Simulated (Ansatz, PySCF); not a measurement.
Be(Et)(SeH) (C2H6BeSe), SMILES C[CH2][Be][SeH]. Atoms are numbered in the order given.

```xyz
10

Be     0.0556    -0.5476    -0.3732
C     -0.5380    -1.7307    -1.4203
C     -1.9680    -1.5356    -1.9675
H     -0.4715    -2.7135    -0.9088
H      0.1702    -1.8219    -2.2705
H     -2.0613    -0.5937    -2.5331
H     -2.7122    -1.4980    -1.1547
H     -2.2675    -2.3534    -2.6450
Se     0.8014     0.9004     0.8714
H      0.1590     0.2505     2.0305
```
Charge 0, spin multiplicity 1.

Coordinates come from a TPSSh-D3(BJ)/def2-SVP optimisation. The structure was generated by enumeration; whether it is a known compound was not checked. One conformer was computed; it need not be the lowest.

Two levels are set side by side: PBE-D3(BJ)/def2-SVP (Ansatz, a program for electronic structure) and TPSSh-D3(BJ)/def2-SVP (PySCF). Each level has its own optimised geometry; the coordinates shown are those of the second. Frequencies come from the Hessian of PySCF at each geometry. Differences are taken from unrounded values.

| quantity | TPSSh-D3(BJ) |
|---|---|
| mean bond length (Å) | 1.365 |
| bond Be1–C2 (Å) | 1.688 |
| bond Be1–Se9 (Å) | 2.050 |
| bond C2–C3 (Å) | 1.543 |
| bond C2–H4 (Å) | 1.110 |
| bond C2–H5 (Å) | 1.110 |
| bond C3–H6 (Å) | 1.103 |
| bond C3–H7 (Å) | 1.103 |
| bond C3–H8 (Å) | 1.103 |
| bond Se9–H10 (Å) | 1.476 |
| highest harmonic wavenumber (cm⁻¹) | 3100 |
| mean harmonic wavenumber (cm⁻¹) | 1344 |
| zero-point energy (kcal/mol) | 46.10 |

### Question
What does PBE-D3(BJ) give, and how far is it from TPSSh-D3(BJ)? (An estimate is asked for; the answer gives what the named calculation found.)

### Answer

```json
[
 {"quantity": "mean bond length (Å)", "PBE-D3(BJ)": "1.370", "PBE-D3(BJ) minus TPSSh-D3(BJ)": "0.005"},
 {"quantity": "bond Be1–C2 (Å)", "PBE-D3(BJ)": "1.684", "PBE-D3(BJ) minus TPSSh-D3(BJ)": "-0.003"},
 {"quantity": "bond Be1–Se9 (Å)", "PBE-D3(BJ)": "2.050", "PBE-D3(BJ) minus TPSSh-D3(BJ)": "0.000"},
 {"quantity": "bond C2–C3 (Å)", "PBE-D3(BJ)": "1.542", "PBE-D3(BJ) minus TPSSh-D3(BJ)": "-0.001"},
 {"quantity": "bond C2–H4 (Å)", "PBE-D3(BJ)": "1.117", "PBE-D3(BJ) minus TPSSh-D3(BJ)": "0.007"},
 {"quantity": "bond C2–H5 (Å)", "PBE-D3(BJ)": "1.117", "PBE-D3(BJ) minus TPSSh-D3(BJ)": "0.007"},
 {"quantity": "bond C3–H6 (Å)", "PBE-D3(BJ)": "1.110", "PBE-D3(BJ) minus TPSSh-D3(BJ)": "0.007"},
 {"quantity": "bond C3–H7 (Å)", "PBE-D3(BJ)": "1.110", "PBE-D3(BJ) minus TPSSh-D3(BJ)": "0.007"},
 {"quantity": "bond C3–H8 (Å)", "PBE-D3(BJ)": "1.111", "PBE-D3(BJ) minus TPSSh-D3(BJ)": "0.008"},
 {"quantity": "bond Se9–H10 (Å)", "PBE-D3(BJ)": "1.488", "PBE-D3(BJ) minus TPSSh-D3(BJ)": "0.012"},
 {"quantity": "highest harmonic wavenumber (cm⁻¹)", "PBE-D3(BJ)": "3045", "PBE-D3(BJ) minus TPSSh-D3(BJ)": "-55"},
 {"quantity": "mean harmonic wavenumber (cm⁻¹)", "PBE-D3(BJ)": "1308", "PBE-D3(BJ) minus TPSSh-D3(BJ)": "-35"},
 {"quantity": "zero-point energy (kcal/mol)", "PBE-D3(BJ)": "44.89", "PBE-D3(BJ) minus TPSSh-D3(BJ)": "-1.21"}
]
```

Exact exchange shortens and stiffens bonds; PBE has none. Differences between two approximate levels are no errors against the true value.
